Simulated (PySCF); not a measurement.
SMILES [CH2]c1cc(C)cc(C)c1, doublet (GFN2-xTB optimised geometry):

```
20

C      1.834     2.321     0.000
C      1.119     1.143     0.001
C      1.773    -0.120     0.002
C      1.062    -1.296     0.005
C      1.756    -2.626     0.017
C     -0.334    -1.249     0.007
C     -1.020    -0.032     0.004
C     -2.520    -0.031     0.008
C     -0.304     1.142     0.002
H      2.909     2.321     0.000
H      1.338     3.275     0.000
H      2.853    -0.137     0.000
H      1.605    -3.118     0.978
H      2.824    -2.509    -0.145
H      1.352    -3.275    -0.757
H     -0.895    -2.173     0.009
H     -2.894    -0.495     0.920
H     -2.909     0.982    -0.050
H     -2.902    -0.602    -0.837
H     -0.817     2.092    -0.001
```

Method: unrestricted PBE0/def2-SVP run with PySCF.

Q: What are the frontier orbital energies (α orbitals alone; a β orbital can be the lowest empty one) and the dipole moment?

A: HOMO-2 -8.14 eV, HOMO-1 -7.08 eV, HOMO -5.24 eV, LUMO 0.25 eV, LUMO+1 0.58 eV; dipole moment 0.60 D.

Meta-Löwdin charges at PBE0/def2-SVP: C1 -0.23, C2 0.02, C3 -0.13, C4 0.03, C5 -0.31, C6 -0.13, C7 0.03, C8 -0.31, C9 -0.13, H10 0.11, H11 0.11, H12 0.10, H13 0.11, H14 0.10, H15 0.11, H16 0.10, H17 0.11, H18 0.10, H19 0.11, H20 0.10.
